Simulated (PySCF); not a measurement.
## Spinor energies of Xe³¹⁺ (xenon, charge +31)

Start: [Ar] 3d5; 3d3/2 filled at m_j = -3/2, -1/2, +1/2, +3/2; 3d5/2 filled at m_j = +5/2. Calculated with PySCF 2.14 in an uncontracted even-tempered set (16 s from 5.2 bohr⁻², ratio 2.8; 12 p from 6.8 bohr⁻², ratio 2.8; 8 d from 6.8 bohr⁻², ratio 2.8; 3 f from 24 bohr⁻², ratio 3): generalised Hartree-Fock with the X2C-1e Hamiltonian and a Gaussian nucleus; one run each with spin-orbit coupling (SO) switched off, then screened by Boettger's factors.

```json
{"spinor shell": "1s1/2", "electrons": "2", "ε, spin-free (eV)": "-36120.5", "ε, screened SO (eV)": "-36116.0", "weight of nominal j (screened SO)": "1.000", "rms radius, screened SO (bohr)": "0.0305"}
{"spinor shell": "2s1/2", "electrons": "2", "ε, spin-free (eV)": "-6861.0", "ε, screened SO (eV)": "-6859.2", "weight of nominal j (screened SO)": "1.000", "rms radius, screened SO (bohr)": "0.123"}
{"spinor shell": "2p1/2", "electrons": "2", "ε, spin-free (eV)": "-6295.5", "ε, screened SO (eV)": "-6528.1", "weight of nominal j (screened SO)": "0.999", "rms radius, screened SO (bohr)": "0.106"}
{"spinor shell": "3s1/2", "electrons": "2", "ε, spin-free (eV)": "-2351.9", "ε, screened SO (eV)": "-2351.4", "weight of nominal j (screened SO)": "1.000", "rms radius, screened SO (bohr)": "0.310"}
{"spinor shell": "3p1/2", "electrons": "2", "ε, spin-free (eV)": "-2161.9", "ε, screened SO (eV)": "-2222.5", "weight of nominal j (screened SO)": "0.961", "rms radius, screened SO (bohr)": "0.301"}
{"spinor shell": "3p3/2", "electrons": "4", "ε, spin-free (eV)": "-2161.9", "ε, screened SO (eV)": "-2133.9", "weight of nominal j (screened SO)": "0.980", "rms radius, screened SO (bohr)": "0.311"}
{"spinor shell": "3d3/2", "electrons": "4", "ε, spin-free (eV)": "-1938.3", "ε, screened SO (eV)": "-1940.2", "weight of nominal j (screened SO)": "0.795", "rms radius, screened SO (bohr)": "0.275"}
{"spinor shell": "3d5/2", "electrons": "1", "ε, spin-free (eV)": "-1938.3", "ε, screened SO (eV)": "-1928.5", "weight of nominal j (screened SO)": "1.000", "rms radius, screened SO (bohr)": "0.277"}
```

(1) Where does 2p3/2 lie, and what is the 2p spin-orbit splitting (screened SO)?

```tsv
quantity	spin-free	screened SO
E (hartree)	-6808.14700	-6810.85263
M_J	5/2	5/2
⟨J²⟩	8.750	8.762
⟨L²⟩	0.000	1.158
⟨S²⟩	8.750	6.694
```

Each row is a mean over spinors that exchange with the open shell spreads, by up to 38.744 eV (3p3/2).

Rows whose weight is well below 1 are mixtures of j = l ± 1/2: exchange outweighs spin-orbit coupling there, and the label is only the starting occupation.

Breit and QED terms are absent; they matter most for the inner s and p1/2 levels.

Densities and radii are taken from the X2C orbitals without a picture-change correction, which distorts them close to the nucleus.

Without spin-orbit coupling the j labels of p, d and f shells carry no meaning; the spin-free column gives the mean over the occupied spinors of each nl shell.

## Answers

(1) At -6189.7 eV, 338.40 eV above 2p1/2.
